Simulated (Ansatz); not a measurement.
A nudged elastic band was laid between two geometries of ClGaH3N + H4Si (11 atoms, charge 0, multiplicity 1).

Method: RKS PBE-D4/def2-mTZVP in Ansatz 0.2.0.

| Quantity | Value |
| --- | --- |
| movable images | 5 |
| climbing image | yes |
| spring | 5.0 eV/Å² |
| optimiser | quadratic models (default) |
| start path | through a guess of the saddle point |
| force threshold | 0.05 eV/Å |
| iteration limit | 60 |
| end points | relaxed |

Image 0:

```xyz
11
Properties=species:S:1:pos:R:3
Ga -0.046 -0.561 0.074
H -0.199 -1.417 1.367
Cl 1.863 -0.472 -0.978
N -1.361 0.407 -0.767
H -2.346 0.219 -0.587
H -1.215 0.704 -1.730
Si -0.037 2.701 1.134
H 0.674 3.656 2.043
H 0.267 3.036 -0.286
H -1.501 2.735 1.420
H 0.493 1.324 1.447
```

Image 6:

```xyz
11
Properties=species:S:1:pos:R:3
Ga 0.005 0.905 -0.594
H -0.463 -0.543 2.301
Cl 1.847 -0.047 -1.296
N -1.472 -0.050 -1.082
H -1.421 -0.866 -1.688
H -2.429 0.245 -0.903
Si 0.095 2.915 0.704
H 1.090 2.758 1.811
H 0.513 4.064 -0.161
H -1.247 3.223 1.295
H 0.073 -0.272 2.750
```

Q: What changes between the two ends?

A: Bonds broken: Ga1–H2, Si7–H11. Bonds formed: Ga1–Si7, H2–H11. ClGaH3N + H4Si becomes ClGaH5NSi + H2.

Q: What energy profile does the band end with?

A: The forces met the threshold. The highest image is number 3 of 0 to 6, 1.82 eV above the first end and 1.88 eV above the last; the last end lies 0.07 eV below the first. Beside the main top the profile has a ripple of under 15 meV (maxima at images 3, 5), which may be a very shallow well or noise. Neighbouring images differ by up to 1.9 eV, so the band resolves the path poorly. A vibrational analysis at the climbing image gives one clearly imaginary mode, 1220i cm⁻¹: a first-order saddle point. The orbitals stay closed-shell, which can raise the energy where a bond breaks towards radicals; this wasn't checked here.

```tsv
image	path coordinate (Å)	energy (eV)	Ga1–H2 (Å)	Si7–H11 (Å)	Ga1–Si7 (Å)
0	0.00	0.00	1.56	1.51	3.43
1	2.40	0.03	1.56	1.51	3.66
2	4.80	0.03	1.56	1.50	3.81
3	7.20	1.82	1.74	1.97	2.61
4	11.09	-0.07	3.60	4.76	2.40
5	14.98	-0.06	3.85	5.68	2.40
6	18.88	-0.07	3.27	3.79	2.39
```

Q: What is the geometry of the highest image?

A: 
```xyz
11
Properties=species:S:1:pos:R:3
Ga -0.033 0.282 -0.101
H -0.158 -0.533 1.427
Cl 2.016 0.018 -0.803
N -1.698 0.177 -0.931
H -1.737 0.773 -1.763
H -1.903 -0.778 -1.242
Si 0.030 2.565 1.165
H 1.287 2.836 1.929
H 0.030 3.419 -0.072
H -1.162 2.937 1.990
H -0.082 0.638 1.537
```

Time of the run: 3 min on 4 threads of Intel(R) Xeon(R) 6975P-C (Granite Rapids), on a shared host, peak memory 0.21 GiB.
